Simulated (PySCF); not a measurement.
aminoborane (H4BN), singlet, geometry from GFN2-xTB; PBE0/cc-pVDZ (PySCF).

The PySCF input:
```python
from pyscf import gto, scf, dft

mol = gto.M(
    atom='''
B    -0.773072    0.038104   -0.006109
N     0.602765   -0.029710    0.004763
H    -1.389463   -0.957864   -0.026227
H    -1.288779    1.089872    0.005064
H     1.203192    0.777969    0.021946
H     1.121057   -0.892529   -0.003580
''',
    basis='cc-pvdz',
    charge=0,
    spin=0,
    verbose=3,
)

mf = dft.RKS(mol)
mf.xc = 'pbe0'
mf.kernel()
mf.analyze()
```

What the program printed (banner, timings and long lists left out):

```
converged SCF energy = -81.9314916374776
**** MO energy ****
MO #1   energy= -14.3954552934766  occ= 2
MO #2   energy= -6.76109711291823  occ= 2
MO #3   energy= -0.894602433073771 occ= 2
MO #4   energy= -0.541805547282037 occ= 2
MO #5   energy= -0.524562954375904 occ= 2
MO #6   energy= -0.401447816838978 occ= 2
MO #7   energy= -0.324699621979793 occ= 2
MO #8   energy= -0.312506318494856 occ= 2
MO #9   energy= 0.0239517732908321 occ= 0
MO #10  energy= 0.0727691827131154 occ= 0
MO #11  energy= 0.123928290038459  occ= 0
MO #12  energy= 0.175388842064038  occ= 0
MO #13  energy= 0.200537618708994  occ= 0
MO #14  energy= 0.230889596601299  occ= 0
MO #15  energy= 0.30823731026714   occ= 0
MO #16  energy= 0.346269181038734  occ= 0
 ** Mulliken atomic charges  **
charge of    0B =     -0.06456
charge of    1N =     -0.37164
charge of    2H =     -0.00790
charge of    3H =     -0.00790
charge of    4H =      0.22600
charge of    5H =      0.22600
Dipole moment(X, Y, Z, Debye):  2.15994, -0.10647,  0.01707
```
